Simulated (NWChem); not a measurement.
# What SiH3I (SMILES [SiH3]I) costs in NWChem

The species is SiH3I (5 atoms), meant as a singlet with charge 0. As SMILES, `[SiH3]I`. The shape is that of a PBE0-D4/def2-TZVP optimisation.

```xyz
5

Si   -0.1656    0.0693   -0.0773
I     1.9077   -0.9233    0.7378
H    -1.1444    0.0890    1.0339
H    -0.6713   -0.7557   -1.1984
H     0.1235    1.4470   -0.5373
```

Program: NWChem 7.3.0. Hardware: 1 thread of Intel Xeon Platinum 8259CL at 2.50GHz (Skylake/Cascade Lake), shared host, so times are rough. Two-electron integrals are exact unless an approximation is named.

(1) Estimate their order by wall time, quickest first.
A. gradient at PBE0/def2-SVP (core potential), grid xfine
B. gradient at PBE/def2-TZVP (core potential), grid fine
C. gradient at CAM-B3LYP/def2-TZVP (core potential), grid fine
D. gradient at HF/STO-3G

Answers

(1) D (5.7 s), A (21 s), B (54 s), C (3.1 min).
